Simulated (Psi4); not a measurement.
Approach curve of the dimer H4OSi ··· O2S (SMILES O[SiH3] and O=S=O). Monomers: optimised at B3LYP-D3(BJ) (def2-TZVP), held rigid. Orientation: a higher rigid-body minimum at GFN2-xTB. R is the distance of the centres of mass, along which the second monomer moves.

Geometry at R = 3.21 Å (first 6 atoms: monomer A):
```
9

Si    -0.3992    -0.0145     0.0183
O      1.1399     0.5796    -0.0769
H     -0.6089    -0.7929     1.2644
H     -0.7173    -0.8961    -1.1325
H     -1.2875     1.1640     0.0078
H      1.8729    -0.0401    -0.0811
O      3.4953     0.8323     1.2115
S      2.4529     1.7989     1.4321
O      1.6177     1.6662     2.5959
```

Levels of theory: PBE/def2-TZVP, counterpoise-corrected (Psi4); PBE-D3(BJ)/def2-TZVP, counterpoise-corrected (Psi4); SAPT0/jun-cc-pVDZ, frozen core (Psi4).

Interaction energies in kJ/mol; the last columns give the difference from SAPT0:

```csv
R / Å,PBE/def2-TZVP,PBE-D3(BJ)/def2-TZVP,SAPT0/jun-cc-pVDZ,PBE/def2-TZVP − SAPT0/jun-cc-pVDZ,PBE-D3(BJ)/def2-TZVP − SAPT0/jun-cc-pVDZ
2.98,32.41,23.68,9.74,22.67,13.94
3.21,3.99,-3.78,-11.41,15.40,7.63
3.45,-7.76,-14.52,-19.97,12.21,5.45
3.61,-10.40,-16.48,-21.11,10.71,4.63
3.94,-10.38,-15.11,-18.41,8.03,3.29
4.23,-8.41,-12.08,-14.51,6.09,2.42
4.71,-5.22,-7.48,-9.14,3.92,1.65
5.39,-2.48,-3.56,-4.83,2.35,1.27
6.42,-0.94,-1.31,-2.14,1.20,0.83
7.74,-0.40,-0.52,-0.95,0.55,0.43
```

PBE/def2-TZVP is furthest from SAPT0/jun-cc-pVDZ at 2.98 (22.67 kJ/mol, above); its mean absolute difference over the points is 8.31 kJ/mol.

PBE-D3(BJ)/def2-TZVP is furthest from SAPT0/jun-cc-pVDZ at 2.98 (13.94 kJ/mol, above); its mean absolute difference over the points is 4.15 kJ/mol.
